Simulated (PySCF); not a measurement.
**Identify the compound**

Molecular formula: C6H9NOSi. Simulated spectra:

1H NMR (500 MHz, computed): δ 8.84 (d, 2H), 7.44 (d, 2H), 5.16 (s, 2H), 3.71 (s, 3H).

13C{1H} NMR (computed): δ 155.3 (CH), 145.1 (C), 135.2 (CH), 53.6 (CH3).

Theory: GIAO PBE0/pcSseg-1 shieldings, structure optimised with PBE0-D3(BJ)/def2-SVP, in PySCF 2.14 (isolated molecule, fast rotation and ring inversion assumed for equivalent nuclei, one computed conformer, no relativistic terms).

Chemical shifts δ = σref − σ; 1H, 13C against TMS, all at this level.

**Question.** Propose a structure and justify it.

**Answer.** 
The formula gives 4 degrees of unsaturation (1 ring in the answer). 4 carbon signals for 6 carbons: some carbons are equivalent by symmetry or fast rotation. Carbon types of the structure: 1 × C, 4 × CH, 1 × CH3, leaving 2 H on heteroatoms. δC 155.3: aromatic CH next to a ring nitrogen; the adjacent pyridine-type nitrogen withdraws density from it. δC 145.1: substituted aromatic carbon. δC 135.2: aromatic CH; the aromatic region. δC 53.6: methyl carbon bonded to O; pulled downfield by the heteroatom. δH 8.84: hydrogen on an aromatic CH next to a ring nitrogen; ring current plus the neighbouring ring nitrogen. δH 7.44: hydrogen on an aromatic CH; aromatic region. δH 3.71: hydrogen on a methyl carbon bonded to O; its carbon carries O, which withdraws density.

These data were computed for SMILES CO[SiH2]c1ccncc1.

The data come from this structure; uniqueness wasn't tested.

Shifts are as computed. Against solution values, carbons near 30 ppm lie about +2 ppm off and those near 130 ppm about +5 ppm. Of 1309 compounds with measured shifts, 239 miss one by over three times the rms of a fit or turn the order of signals round; such compounds aren't used in these exercises. Multiplicities follow the n + 1 count of equivalent neighbours, as no J values were calculated; m marks all less simple cases, F and P coupling included.
